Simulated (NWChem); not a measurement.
Species: SiH2OBrCl; SMILES [SiH](O)(Br)Cl

```xyz
6

Si    -0.5151     0.5759     0.4300
O     -1.9384     0.8639    -0.3356
Cl     0.9130     1.9485    -0.1287
Br     0.2621    -1.4406    -0.0648
H     -0.7681     0.6720     1.8786
H     -1.9598     0.8386    -1.2980
```
Atoms are numbered in this order, from 1.

Structure relaxed at the PBE0/def2-SVP level.

Spin-orbit effects, on the heavy nuclei and on their neighbours, are missing.

Give the principal values of the shielding tensors (ppm) of Si1, O2, Cl3, Br4 from PBE/pcSseg-1, GIAO (NWChem), with their diamagnetic and paramagnetic parts as GIAO splits them.


| atom | σ11 | σ22 | σ33 | isotropic | diamagnetic | paramagnetic |
|---|---|---|---|---|---|---|
| Si1 | 306.3 | 336.4 | 357.6 | 333.4 | 880.5 | -547.0 |
| O2 | 171.6 | 244.1 | 261.6 | 225.8 | 389.4 | -163.6 |
| Cl3 | 624.0 | 730.6 | 962.0 | 772.2 | 1148.4 | -376.2 |
| Br4 | 1965.7 | 2158.0 | 2799.8 | 2307.8 | 3125.2 | -817.4 |
